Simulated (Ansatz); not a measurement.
Ansatz (a quantum-chemistry and plane-wave program) input for CH9NO2Si2, SMILES O[SiH](O)CN[SiH3], PBE/def2-SVPD. Geometry: B3LYP-D3(BJ)/def2-SVP. The structure was generated by enumeration, and PubChem lists no compound with its InChIKey, so it may never have been made. Other conformers were not sampled.

Ansatz 0.2 input:
```yaml
crystal:
  periodic: [false, false, false]
  atoms:
    - {symbol: O, position_ang: [-1.48150859, -0.78967426, 1.20082512]}
    - {symbol: Si, position_ang: [-1.61359423, 0.23283051, -0.10456389]}
    - {symbol: O, position_ang: [-1.95289921, 1.81215039, 0.30615996]}
    - {symbol: C, position_ang: [0.11457740, 0.28189653, -0.88784576]}
    - {symbol: N, position_ang: [0.97551344, -0.74677632, -0.28048841]}
    - {symbol: Si, position_ang: [2.69547533, -0.51131235, -0.08737986]}
    - {symbol: H, position_ang: [-0.54028977, -0.93620757, 1.39692028]}
    - {symbol: H, position_ang: [-2.70236559, -0.29652659, -0.96899445]}
    - {symbol: H, position_ang: [-2.82932103, 1.99742178, 0.66366393]}
    - {symbol: H, position_ang: [0.52120713, 1.27716602, -0.63604343]}
    - {symbol: H, position_ang: [0.09174359, 0.23694573, -1.99442514]}
    - {symbol: H, position_ang: [0.68379898, -1.69273216, -0.51738800]}
    - {symbol: H, position_ang: [2.90584051, 0.71578402, 0.73213236]}
    - {symbol: H, position_ang: [3.45507623, -0.33227273, -1.36757105]}
    - {symbol: H, position_ang: [3.22717848, -1.71458671, 0.61353060]}
basis:
  gaussian:
    orbitals: def2-SVPD
hamiltonian:
  xc: {name: PBE}
```

Log of the run:

```
WARN ansatz: RAYON_NUM_THREADS=2 ignored (pool sized by the plan → 2); use --threads N
Functional definition: PBE
integrals: 0.17 GiB planned
1746 factors; their error is unknown
mean field: 1.09 GiB planned
mean field evaluation 1: about -22482.3063 eV, gradient 9.7e1 eV
mean field evaluation 2: about -22402.5031 eV, gradient 2.1e2 eV
mean field evaluation 4: about -22499.9896 eV, gradient 1.3e1 eV
mean field evaluation 8: about -22500.3943 eV, gradient 1.1e-1 eV
mean field evaluation 16: about -22500.3254 eV, gradient 5.7e-4 eV
mean field -22500.32544995 eV, -826.8717090173 hartree, gradient 5.6e-5 eV, S^2 0.000000; 0 other end points of the search recorded, 0 dependent functions left out
reference -22500.32550869 eV, -826.8717111760 hartree; 33, 33 occupied and 173, 173 virtual orbitals, 1746 factors
Total energy: -22500.32550869 eV, -826.8717111760 hartree
```

Self-consistency was reached.
